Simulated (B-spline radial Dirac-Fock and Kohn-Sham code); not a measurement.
The K-LL Auger spectrum of I⁵⁺

System: I⁵⁺, [Kr] 4d9 5s2 5p1 (an excited configuration).

The run's input, task.json:

```json
{"items": [{
  "Z": 53,
  "q": 5,
  "cfg": [[1, 0, 2], [2, 0, 2], [2, 1, 6], [3, 0, 2], [3, 1, 6], [3, 2, 10], [4, 0, 2], [4, 1, 6], [4, 2, 9], [5, 0, 2], [5, 1, 1]],
  "A": 127,
  "rrms": 4.75,
  "do": ["binding", "quiet", "double"]
}]}
```

Command: `python xray_run.py task.json out`

Method: relaxed Dirac-Fock hole states (ΔSCF) with Breit and QED corrections and a finite nucleus. Computed with a radial finite-basis atomic code. The two-hole levels come from diagonalising the Coulomb interaction among the jj configurations; intensities are independent-particle Coulomb rates. Kinetic energies are from the vacuum level. The model has no electron correlation. Open outer shells are spectators and are not coupled to the holes. The rates lack the Breit term, which in heavy atoms raises K-L1L1 and K-L1L2. Labels follow the leading weight; the literature often keeps the label of the LS limit.

```csv
kinetic energy (eV),J,leading jj holes (weight),leading LS term (weight),intensity (%)
22542.2,0,L1L1 (0.99),¹S0 (0.99),8.5
22886.2,1,L1L2 (0.98),³P1 (0.53),13.8
22919.5,0,L1L2 (1.00),³P0 (1.00),1.2
23168.1,1,L1L3 (0.98),¹P1 (0.53),11.0
23197.7,0,L2L2 (0.99),³P0 (0.62),2.7
23218.7,2,L1L3 (1.00),³P2 (1.00),2.8
23502.9,2,L2L3 (1.00),¹D2 (0.71),42.3
23521.6,1,L2L3 (1.00),³P1 (1.00),0.0
23779.9,0,L3L3 (1.00),¹S0 (0.62),2.7
23812.6,2,L3L3 (1.00),³P2 (0.71),15.0
```

The strongest line, by its leading LS label ¹D2, lies at 23502.9 eV. The mean weight of the leading component is 0.99 in jj and 0.77 in LS coupling, so jj labels describe these levels better.
